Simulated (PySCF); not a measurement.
C5H9N.

```xyz
15

C      3.0553     0.6389     0.2733
C      1.9221    -0.0137     0.2358
C      0.7858    -0.6643     0.1899
C     -0.4389    -0.1975    -0.5440
N     -1.5830    -0.1743     0.3365
C     -2.8133     0.2054    -0.3095
H      3.2640     1.3723     1.0598
H      3.8338     0.4709    -0.4787
H      0.6905    -1.6153     0.7301
H     -0.2270     0.7761    -1.0385
H     -0.6565    -0.9132    -1.3594
H     -1.3900     0.4368     1.1267
H     -2.7815     1.1895    -0.8280
H     -3.0871    -0.5483    -1.0666
H     -3.6310     0.2380     0.4260
```
Charge 0, spin multiplicity 1.

The structure is a stationary point at PBE0-D3(BJ)/def2-SVP. The values are those of a single conformer.

Calculation: B3LYP/pcSseg-1 (PySCF). Non-relativistic, no solvent.

Task: Give the absolute GIAO shielding of each atom: isotropic value and principal components (ppm). (An estimate is asked for; the answer gives what the named calculation found.)

Result: 
```json
[
 {"atom": "C1", "σ(iso)": "101.2", "σ11": "14.9", "σ22": "126.0", "σ33": "162.7", "span": "147.7"},
 {"atom": "C2", "σ(iso)": "-45.8", "σ11": "-77.9", "σ22": "-51.3", "σ33": "-8.1", "span": "69.8"},
 {"atom": "C3", "σ(iso)": "81.8", "σ11": "-3.5", "σ22": "104.1", "σ33": "144.8", "span": "148.3"},
 {"atom": "C4", "σ(iso)": "122.4", "σ11": "99.4", "σ22": "115.3", "σ33": "152.4", "span": "53.0"},
 {"atom": "N5", "σ(iso)": "210.7", "σ11": "168.6", "σ22": "214.5", "σ33": "248.9", "span": "80.3"},
 {"atom": "C6", "σ(iso)": "140.0", "σ11": "113.8", "σ22": "127.3", "σ33": "179.0", "span": "65.2"},
 {"atom": "H7", "σ(iso)": "26.6", "σ11": "24.5", "σ22": "25.3", "σ33": "29.8", "span": "5.3"},
 {"atom": "H8", "σ(iso)": "26.6", "σ11": "24.5", "σ22": "25.3", "σ33": "29.9", "span": "5.3"},
 {"atom": "H9", "σ(iso)": "25.9", "σ11": "23.5", "σ22": "26.1", "σ33": "28.1", "span": "4.7"},
 {"atom": "H10", "σ(iso)": "28.4", "σ11": "25.3", "σ22": "27.1", "σ33": "32.7", "span": "7.4"},
 {"atom": "H11", "σ(iso)": "28.3", "σ11": "24.6", "σ22": "28.0", "σ33": "32.3", "span": "7.7"},
 {"atom": "H12", "σ(iso)": "31.8", "σ11": "23.4", "σ22": "32.7", "σ33": "39.5", "span": "16.2"},
 {"atom": "H13", "σ(iso)": "29.0", "σ11": "24.8", "σ22": "26.9", "σ33": "35.2", "span": "10.4"},
 {"atom": "H14", "σ(iso)": "29.1", "σ11": "25.1", "σ22": "27.2", "σ33": "34.9", "span": "9.8"},
 {"atom": "H15", "σ(iso)": "28.6", "σ11": "24.5", "σ22": "26.4", "σ33": "34.9", "span": "10.3"}
]
```
